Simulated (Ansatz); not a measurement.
Basis-set series for CClFI (`F[C](Cl)I`) radical. Total charge 0; spin multiplicity 2. I: def2 effective core potential. The geometry is a stationary point of PBE0-D4/def2-TZVP.

```tsv
functional	basis	functions	energy (Eh)	HOMO (eV)	LUMO (eV)
PBE0-D4	def2-SVP	72	-895.24759	-6.50	-2.36
PBE0-D4	def2-TZVPP	154	-895.58690	-6.61	-2.53
ωB97M-V	def2-SVP	72	-895.44046	-8.43	-0.38
ωB97M-V	def2-TZVPP	154	-895.78131	-8.55	-0.65
```

**Question.** Give the rows for def2-QZVPP. (Best estimate.)

**Answer.** Ansatz gave: 
| functional | basis | functions | energy (Eh) | HOMO (eV) | LUMO (eV) |
| --- | --- | --- | --- | --- | --- |
| PBE0-D4 | def2-QZVPP | 266 | -895.60889 | -6.64 | -2.57 |
| ωB97M-V | def2-QZVPP | 266 | -895.80235 | -8.60 | -0.72 |

HOMO and LUMO are taken over both spins.
